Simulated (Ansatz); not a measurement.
H4OSn, SMILES `[OH][SnH3]`. Total charge 0; spin multiplicity 1. Sn takes the def2 core potential. Geometry: relaxed with PBE0-D4/def2-TZVP.

```xyz
6

O    -0.953    1.123   -0.290
Sn    0.309   -0.285    0.261
H    -1.224    1.051   -1.208
H     1.707   -0.174   -0.716
H    -0.453   -1.803    0.062
H     0.614    0.087    1.890
```

Problem. What is the dipole moment at B3LYP/def2-TZVPP? (Estimate.)

Solution. Computed: 1.67 D, with components (0.71, -1.30, -0.77) D in this frame, pointing from negative to positive charge.

Problem. And with PBE, r2SCAN, ωB97M-V? (An estimate is asked.)

Solution. Ansatz gave: PBE 1.54 D, r2SCAN 1.62 D, ωB97M-V 1.72 D.

Problem. Give the Mulliken charges with B3LYP, ωB97M-V, r2SCAN in def2-TZVPP. (An estimate is asked.)

Solution. Computed: 
```json
{"atom": "O1", "B3LYP": "-0.55", "ωB97M-V": "-0.54", "r2SCAN": "-0.57"}
{"atom": "Sn2", "B3LYP": "0.78", "ωB97M-V": "0.67", "r2SCAN": "0.76"}
{"atom": "H3", "B3LYP": "0.17", "ωB97M-V": "0.16", "r2SCAN": "0.19"}
{"atom": "H4", "B3LYP": "-0.14", "ωB97M-V": "-0.10", "r2SCAN": "-0.13"}
{"atom": "H5", "B3LYP": "-0.14", "ωB97M-V": "-0.10", "r2SCAN": "-0.13"}
{"atom": "H6", "B3LYP": "-0.12", "ωB97M-V": "-0.08", "r2SCAN": "-0.12"}
```

B3LYP here is the variant with VWN-RPA as its local correlation; programs differ in this.
